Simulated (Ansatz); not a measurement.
Total energies of (Br2Ga-mu-SH)3 (Ga3H3S3Br6) from Ansatz at PBE-D4/def2-TZVP, gas phase (1 Eh = 27.2114 eV = 2625.5 kJ/mol). The reference geometry is relaxed at r2SCAN-D4/def2-SVP.

```tsv
state	geometry	energy (Eh)
charge 0 singlet	reference	-22412.79843
charge 1 doublet	reference	-22412.46887
charge -1 doublet	reference	-22412.84539
free Ga atom (doublet)	–	-1924.51515
free Br atom (doublet)	–	-2573.72072
free S atom (triplet)	–	-397.93833
free H atom (doublet)	–	-0.49962
```

Single mean-field runs in def2-TZVP are fitted with def2-universal-jkfit.

Task: Work out the vertical ionisation energy to the doublet.

Result: E(charge 1 doublet) − E(charge 0 singlet) = -22412.46887 − (-22412.79843) = 0.32956 Eh = 8.97 eV. For comparison, −ε of the highest occupied level is 7.07 eV at this level, 1.90 eV less.

Task: Work out the vertical electron affinity, to the doublet.

Result: E(charge 0 singlet) − E(charge -1 doublet) = -22412.79843 − (-22412.84539) = 0.04696 Eh = 1.28 eV. The basis lacks diffuse functions, which makes affinities too small.

Task: Give the fundamental gap IE − EA, the Mulliken electronegativity (IE + EA)/2 and the hardness (IE − EA)/2.

Result: From the values in Eh: IE − EA = 0.32956 − 0.04696 = 0.28260 Eh = 7.69 eV; (IE + EA)/2 = 5.12 eV; (IE − EA)/2 = 3.84 eV. The HOMO–LUMO gap of the same run is 4.06 eV, 3.63 eV smaller than the fundamental gap.

Task: What is the binding energy per atom against free atoms?

Result: Atoms: 3 × (-1924.51515) + 6 × (-2573.72072) + 3 × (-397.93833) + 3 × (-0.49962) = -22411.18362 Eh. Binding: -22411.18362 − (-22412.79843) = 1.61481 Eh = 43.94 eV, or 2.93 eV for each of 15 atoms (no zero-point energy, no counterpoise term).

At PBE-D4/def2-TZVP the gap within one spin of the charge 1 doublet nearly closes, so an electron or hole may be smeared out by delocalisation error. At PBE-D4/def2-TZVP the highest occupied level of the charge -1 doublet lies above zero (up to 0.47 eV). By energy differences its removal costs 1.28 eV (vertical, to the charge 0 singlet, at PBE-D4/def2-TZVP); self-interaction error and the lack of diffuse functions both raise the level.
